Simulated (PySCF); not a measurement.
## Finite-field polarisability of Bi⁻ (bismuth, charge -1)

[Xe] 4f14 5d10 6s2 6p4, high-spin 3P determinant. All numbers are calculated (PySCF 2.14, the spin-free X2C one-electron Hamiltonian (Gaussian nucleus), in aug-cc-pVTZ-DK3). Frozen: [Xe] 4f14 5d10. Energy changes in a uniform field (μhartree):

| axis | F (au) | HF | MP2 | CCSD | CCSD(T) |
| --- | --- | --- | --- | --- | --- |
| x | 0.0014 | -101.104 | -106.946 | -107.817 | -109.360 |
| x | 0.0028 | -404.684 | -428.061 | -431.560 | -437.740 |
| y | 0.0011 | -107.397 | -105.365 | -110.905 | -112.693 |
| y | 0.0022 | -430.898 | -419.935 | -443.966 | -450.924 |

By symmetry the remaining axis equals x.

Q: Derive α along x at CCSD(T) from the two fields.

A: With ΔE = −αF²/2 − γF⁴/24, α = −(16 ΔE(F) − ΔE(2F))/(6F²) = 111.6 bohr³.

Q: And the mean polarisability at each level?

A: The components xx, yy, zz at CCSD(T) are 111.6, 186.2, 111.6, the third axis being equal by symmetry to one of the two computed. Means: HF 127.9, MP2 130.9, CCSD 134.4, CCSD(T) 136.5 bohr³.

The polarisability of an anion needs two sets of diffuse s and p functions; this basis lacks them, so these values show the method and not the converged property.

Spin-orbit coupling is strong in this species (close to jj coupling), so the high-spin LS determinant is a model state, not a physical level.
